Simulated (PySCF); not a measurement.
Compounds:
1. `O=[P@]1(C(F)(F)F)C=C[C@H](F)C=C1`, C₆H₅F₄OP
2. tetrahydro-4H-pyran-4-one (SMILES O=C1CCOCC1)
3. `InChI=1S/C4H7F/c1-2-3-4-5/h2-3H,4H2,1H3/b3-2+`
4. `InChI=1S/C5H10NPSi2/c1-3-5-9(6,7)8-4-2/h2H,6-8H2,1H3/t9-/m1/s1`
5. SMILES C=C[C@H](C)F, C₄H₇F
6. SMILES N#CC(N)=O, C₂H₂N₂O

Computational details: NMR shieldings at PBE0/pcSseg-1/GIAO, GFN2-xTB structure, in PySCF (isolated molecule, one computed conformer, equivalent nuclei averaged, relativity neglected).

Referencing at the same level of theory: TMS for ¹H and ¹³C. Acid and N–H amide carbonyl carbons lie up to 10 ppm further downfield in solution (hydrogen bonding). Shifts are as computed. Against solution values, carbons near 30 ppm lie about +3 ppm off and those near 130 ppm about +5 ppm. Of 1211 compounds with measured shifts, 218 miss one by over three times the rms of a fit or turn the order of signals round; such compounds aren't used in these exercises. Groups on amide-type nitrogens are kept apart (slow C–N rotation). OH and NH positions are gas-phase values without hydrogen bonding to other molecules.

Question: Which show a ¹³C signal below 10 ppm?

Answer: 4 (6.0: propargylic methyl carbon).

Question: Which show a ¹³C signal above 185 ppm?

Answer: 2 (210.0: ketone carbonyl carbon).

Question: Which show a ¹H signal between 3 and 4.5 ppm from a carbon-bound hydrogen?

Answer: 2 (4.10: hydrogen on an sp3 CH2 bonded to O).

Question: Which give exactly 2 ¹³C signals?

Answer: 6 (δ 147.1, 115.7).
